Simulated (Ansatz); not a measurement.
Reaction (ligand exchange at a B–N bond): `BNB(C)N` + H₂S → `BS` + `CB(N)N`

Gas-phase electronic energies from Ansatz, PBE0-D4/def2-TZVP geometries. CCSD(T)/CBS is the MP2 limit (def2-TZVPP, def2-QZVPP) plus CCSD(T) − MP2 in def2-TZVPP, frozen cores. This one scheme is used for every species. Functionals use def2-TZVPP. B3LYP here is the variant with VWN-RPA as its local correlation; programs differ in this. One conformer a species, not always the lowest.

`BNB(C)N`:

```xyz
13

B     1.596   -1.321   -0.741
N     0.284   -0.954   -0.433
B    -0.217    0.290    0.147
C    -1.765    0.440    0.398
N     0.675    1.318    0.464
H     1.821   -2.397   -1.217
H     2.497   -0.557   -0.529
H    -0.429   -1.640   -0.633
H    -2.131   -0.353    1.059
H    -2.045    1.396    0.845
H    -2.322    0.339   -0.539
H     0.371    2.186    0.864
H     1.667    1.252    0.315
```

H₂S:

```xyz
3

S     0.240    0.566    0.075
H     0.705   -0.577   -0.449
H    -0.944    0.011    0.374
```

`BS`:

Z-matrix (Å, degrees):
```
B
S 1 1.765
H 1 1.192 2 115.8
H 1 1.190 2 121.4 3 -180.0
H 2 1.344 1 99.2 3 180.0
```

`CB(N)N`:

Cartesian coordinates in Å:
```
C 0.505 1.240 0.318
B -0.068 -0.185 -0.063
N -1.335 -0.290 -0.686
N 0.679 -1.348 0.243
H 1.598 1.268 0.308
H 0.149 2.028 -0.352
H 0.189 1.516 1.330
H -1.778 -1.159 -0.926
H -1.884 0.517 -0.916
H 1.580 -1.302 0.681
H 0.366 -2.285 0.063
```

```csv
level,ΔE (kJ/mol),difference from CCSD(T)/CBS
LDA (SPW92),32.6,-1.6
B97M-V,30.9,-3.3
ωB97X-V,33.1,-1.1
ωB97M-V,35.0,0.8
PBE-QIDH,30.5,-3.7
PBE,25.3,-8.9
B3LYP,31.8,-2.4
CCSD(T)/def2-TZVPP,35.4,1.2
HF/def2-QZVPP,38.0,3.8
SCS-MP2/def2-QZVPP,34.7,0.5
CCSD(T)/CBS,34.2,0
```

Largest T1 diagnostic among the species: 0.015.

At CCSD(T), def2-SVP lies +8.3 kJ/mol from the extrapolated value and def2-TZVPP +1.2 kJ/mol. Leaving LDA and LC-ωPBE aside and taking each functional with its dispersion term where it has one, the values, not all of them listed here, spread over 10.3 kJ/mol, from PBE-D4 to CAM-B3LYP-D4. LDA lies +7.3 kJ/mol from PBE without D4.
